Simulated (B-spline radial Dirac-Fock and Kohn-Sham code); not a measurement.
## Widths and yields of inner-shell holes in Zr⁺

System: zirconium as Zr⁺, [Kr] 4d2 5s1.

Calculated with a radial finite-basis atomic code, using independent-particle rates on relativistic LDA orbitals of the hole state (multipoles up to L = 3, Coulomb Auger matrix elements, transition energies from Dirac-Fock).

Partial widths are in eV. Coster-Kronig decay leaves a hole in the same principal shell; its rates are the weakest part of the model, often 1.5 to 2.5 times too large and more for N holes. Holes without an open Auger channel, or with an unreliable SCF state, are not listed.

| hole | radiative | Auger | Coster-Kronig | total | fluorescence yield | lifetime (fs) |
| --- | --- | --- | --- | --- | --- | --- |
| K | 2.73 | 1.01 | 0 | 3.74 | 0.730 | 0.176 |
| L1 | 0.0331 | 0.941 | 4.66 | 5.64 | 0.00587 | 0.117 |
| L2 | 0.0489 | 1.38 | 0.162 | 1.59 | 0.0307 | 0.413 |
| L3 | 0.0476 | 1.48 | 0 | 1.53 | 0.0311 | 0.431 |
| M1 | 0.000504 | 0.138 | 7.50 | 7.63 | ? | ? |
| M2 | 0.000514 | 0.151 | 2.60 | 2.75 | 0.000187 | 0.239 |
| M3 | 0.000456 | 0.154 | 2.82 | 2.97 | 0.000154 | 0.222 |
| M4 | 2.57e-05 | 0.0872 | 0 | 0.0872 | 0.000295 | 7.55 |
| M5 | 2.39e-05 | 0.0914 | 0 | 0.0914 | 0.000261 | 7.20 |
| N2 | 7.41e-06 | 5.55e-17 | 0.306 | 0.306 | 2.42e-05 | 2.15 |
| N3 | 6.83e-06 | 0 | 0.324 | 0.324 | 2.11e-05 | 2.03 |

Q: What are the fluorescence yield and the lifetime of the M1 hole?

A: The yield is the radiative width over the total, 6.60e-05, and the lifetime is ħ/Γ = 0.0862 fs.
